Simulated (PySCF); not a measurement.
Sc (scandium, neutral): UHF calculation

Configuration: [Ar] 4s2 5s1, 2S determinant (an excited configuration). Computed with PySCF 2.14 in aug-cc-pVTZ with one added diffuse shell each of s, p, d, f, g type (9s8p6d4f3g, 118 functions), with the non-relativistic Hamiltonian (point nucleus).

```
Total energy                                     : -759.543010 hartree
One-electron energy                              : -1033.0995 hartree
Hartree (Coulomb) energy                         : 311.2827 hartree
Exchange energy                                  : -37.7262 hartree
Kinetic energy                                   : 759.62119 hartree
⟨S²⟩                                             : 0.7501
⟨L²⟩                                             : 0.000
Sum of ⟨r⟩                                       : 27.84 bohr
Sum of ⟨r²⟩                                      : 139.3 bohr²
Density at the nucleus (Gaussians lack the cusp) : 6140 bohr⁻³
Spin density at the nucleus                      : 0.329 bohr⁻³
Langevin diamagnetic susceptibility              : -110 ×10⁻⁶ cm³/mol
```

```tsv
shell	electrons	mean orbital energy (hartree)	rms radius, mean of both spins (bohr)
1s α	1	-166.26161	0.0852
1s β	1	-166.26119	0.0852
2s α	1	-19.48088	0.373
2s β	1	-19.48019	0.373
2p α	3	-16.06258	0.341
2p β	3	-16.06232	0.341
3s α	1	-2.92535	1.14
3s β	1	-2.92378	1.14
3p α	3	-1.90913	1.24
3p β	3	-1.90848	1.24
4s α	1	-0.37510	3.49
4s β	1	-0.36949	3.49
5s α	1	-0.08141	10.1
```

The outer electron is Rydberg-like, and this basis confines it to a smaller radius and binds it less than a complete one would.
